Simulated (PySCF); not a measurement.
**C$_{8}$H$_{14}$: calculation and literature**

Numbering as in the mapped SMILES `[CH2:1]=[CH:2][CH:3]1[CH2:4][CH2:5][CH2:6][CH2:7][CH2:8]1` (H(Xn): hydrogen on atom n). Ha(C4), Ha(C5), Ha(C6), Ha(C7), Ha(C8) are cis to C2 on the ring; Ha(C1) is cis to C3; Hb(C4), Hb(C5), Hb(C6), Hb(C7), Hb(C8) are trans to C2 on the ring; Hb(C1) is trans to C3.

One computed conformer, averaged over atoms made equivalent by symmetry, fast rotation or ring inversion, isolated molecule, no relativistic terms. Geometry from PBE0-D3(BJ)/def2-SVP; σ from GIAO-PBE0/pcSseg-1; PySCF.

Reference values: measured (solution, not stated per compound (mostly CDCl3 or CCl4); Pretsch, Buehlmann, Badertscher, Structure Determination of Organic Compounds, 4th ed. (2009)).
| atoms | quantity | reference | computed | computed, scaled |
| --- | --- | --- | --- | --- |
| H(C2) | δ ¹H | 5.79 | 5.80 | 5.71 |
| Ha(C1) | δ ¹H | 4.95 | 5.31 | 5.25 |
| Hb(C1) | δ ¹H | 4.88 | 5.13 | 5.08 |

Computed shifts are σ(ref) − σ with the named reference compound (TMS for H and C) calculated as an isolated molecule at the same level. The measured values may be among those fitted. Shieldings were converted by linear fits to measured shifts (mostly CDCl3, TMS scale, for H and C): ¹H (scatter 0.21 ppm rms, 0.22 ppm with the 3 outliers that the fit left out). Occasional misses reach two or three times the rms, and more in compound classes unlike the fitted ones.

Q: How far are the unscaled ¹H shifts from the references?

A: Mean signed difference +0.21 ppm, mean absolute 0.21 ppm over 3 comparisons; the largest is +0.36 ppm at Ha(C1) (hydrogen on a terminal =CH2 carbon).

3 of the 25 published NMR values on file for this molecule are compared.
